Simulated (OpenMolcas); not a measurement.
**Se: effect of the basis set**

```yaml
Program: OpenMolcas 26.06
Method: CASSCF
Active_space: 6 electrons in 4 orbitals (4s 4p)
State_averaging: 2S+1 = 3 even, 3 roots; 2S+1 = 1 even, 6 roots
Spin-orbit_coupling: RASSI with atomic mean-field integrals over the reference wave functions, term energies averaged over their components
```

A. ANO-RCC-VDZP [5s4p2d], DKH2, point nucleus; cost roughly 4 core-seconds
B. ANO-R1 [5s4p3d1f], X2C, finite nucleus; cost roughly 5 core-seconds
C. ANO-RCC-VTZP [6s5p3d1f], DKH2, point nucleus; cost about 8 core-seconds
D. ANO-RCC-VQZP [7s6p4d2f1g], DKH2, point nucleus; cost of the order of 8 core-seconds
E. ANO-R2 [6s6p4d3f1g], X2C, finite nucleus; cost of the order of 9 core-seconds
F. ANO-R3 [7s6p5d4f2g], X2C, finite nucleus; cost roughly 11 core-seconds

Energies in cm⁻¹ above 4s² 4p⁴ ³P₂, the measured ground level; measured values from NIST Handbook of Basic Atomic Spectroscopic Data.

```json
{"Level": "4s² 4p⁴ ³P₂", "A": "0.0", "B": "0.0", "C": "0.0", "D": "0.0", "E": "0.0", "F": "0.0", "Measured": "0.0"}
{"Level": "4s² 4p⁴ ³P₁", "A": "1840", "B": "1743", "C": "1810", "D": "1825", "E": "1812", "F": "1814", "Measured": "1989"}
{"Level": "4s² 4p⁴ ³P₀", "A": "2401", "B": "2298", "C": "2366", "D": "2382", "E": "2367", "F": "2370", "Measured": "2534"}
{"Level": "4s² 4p⁴ ¹D₂", "A": "11775", "B": "11923", "C": "11801", "D": "11798", "E": "11782", "F": "11789", "Measured": "9576"}
{"Level": "4s² 4p⁴ ¹S₀", "A": "21767", "B": "22189", "C": "21828", "D": "21810", "E": "21789", "F": "21802", "Measured": "22446"}
```

Deviations, from unrounded energies. A percentage is the sum of absolute deviations over the sum of measured energies, with the sign that they share, or ± where signs differ.

```tsv
Against measurement	Levels	A	B	C	D	E	F
mean absolute deviation (cm-1)	4	790	770	800	790	800	800
fine structure of the ground term (%)	2	-6.3	-10.7	-7.7	-7.0	-7.6	-7.5
other terms of the ground configuration (%)	2	±9.0	±8.1	±8.9	±8.9	±8.9	±8.9
```

A, B, C, D, E, F lie about equally close to measurement. The largest miss of B in the table is 4s² 4p⁴ ¹D₂, by +2300 cm-1. The ranking rests on the paired levels alone, and a cruder setting can come out closer through cancelling errors.

Among A to F the level of the table that moves most is 4s² 4p⁴ ¹S₀, by 420 cm-1 (lowest in A, highest in B).

Without dynamic correlation excited terms often stand tens of per cent too high (terms of higher spin than the ground term too low), and those without a measured partner can miss by more than the paired ones. Measured partners are found by configuration, term and J. A level has none where our copy of the source lacks it or the pairing is in doubt (some pairs that miss far off the trend of their configuration count as doubtful), and it then counts in no deviation. Levels of configurations outside the active space are missing.
